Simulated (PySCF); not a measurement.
PbF2, SMILES [F][Pb][F] (connectivity only; charge and spin as stated), neutral, multiplicity 1.

The structure is a stationary point at PBE-D3(BJ)/def2-TZVP. The def2 effective core potentials stand for the cores of Pb; spin–orbit coupling is left out.

Level of theory: TDA-ωB97X/def2-SVPD (PySCF).

Vertical excitations. Isolated molecule, no solvent. State labels are in the subgroup C2v.

Computed UV-visible absorptions:
```csv
state,symmetry,energy (eV),λ (nm),f,main pairs
S1,B1,5.19,239,0.083,HOMO→LUMO 98 %
S2,A2,6.00,207,0.000,HOMO−1→LUMO 98 %
S3,B2,6.48,191,0.000,HOMO−2→LUMO 86 %
S4,B1,6.55,189,0.014,HOMO−4→LUMO 98 %
S5,A1,6.83,182,0.006,"HOMO−3→LUMO 80 %, HOMO→LUMO+2 15 %"
S6,A2,6.88,180,0.000,HOMO−5→LUMO 98 %
S7,B2,7.67,162,0.157,"HOMO→LUMO+1 65 %, HOMO−1→LUMO+2 24 %"
S8,A1,7.73,160,0.306,HOMO→LUMO+2 73 %
S9,A1,8.14,152,0.000,HOMO−1→LUMO+1 87 %
S10,A2,8.29,150,0.000,"HOMO−2→LUMO+2 71 %, HOMO−3→LUMO+1 15 %"
T1,B1,4.44,279,0,HOMO→LUMO 97 %
T2,A2,5.90,210,0,HOMO−1→LUMO 98 %
T3,B2,5.95,208,0,HOMO−2→LUMO 96 %
T4,A1,6.32,196,0,HOMO−3→LUMO 96 %
```
Triplets are in the Tamm–Dancoff approximation.
